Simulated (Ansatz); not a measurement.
Reaction (formal exchange of groups at a Ge–S bond): `Cl[SiH2][S][GeH3]` + `[SiH3][SiH2]S` → `S[SiH2][SiH2][GeH3]` + `S[SiH2]Cl`

Isolated molecules relaxed with PBE0-D4/def2-TZVP in Ansatz; ΔE leaves out vibrations. CBS: MP2 limit from def2 TZ/QZ plus the TZ coupled-cluster correction, frozen cores. Functionals use def2-TZVPP. B3LYP here is the variant with VWN-RPA as its local correlation; programs differ in this. For Ge outer-core shells are correlated without core-valence functions, which leaves a few kJ/mol of doubt a bond. Scalar relativity is left out up to krypton. One conformer a species, not always the lowest.

| level | ΔE (kJ/mol) |
| --- | --- |
| PBE0-D4 | 16.3 |
| B3LYP-D4 | 19.8 |
| ωB97X-V | 22.7 |
| B2PLYP | 23.5 |
| PBE | 13.0 |
| B3LYP | 20.5 |
| SCS-MP2/def2-TZVPP | 29.3 |
| HF/def2-QZVPP | 36.2 |

(1) What does CCSD(T)/CBS give? (An estimate is asked.)

Largest T1 diagnostic among the species: 0.012.

## Answers

(1) The calculation gave: +21.6 kJ/mol. The listed levels differ from it by -5.3, -1.8, 1.1, 1.9, -8.6, -1.1, 7.7, 14.6 kJ/mol.

From PBE to PBE0 (25 % exact exchange), in def2-TZVPP and without D4, ΔE moves by +4.1 kJ/mol. In def2-TZVPP, CCSD(T) changes the Hartree–Fock value by −14.2 kJ/mol (the triples alone add −0.7 kJ/mol) and MP2 by −8.4 kJ/mol.
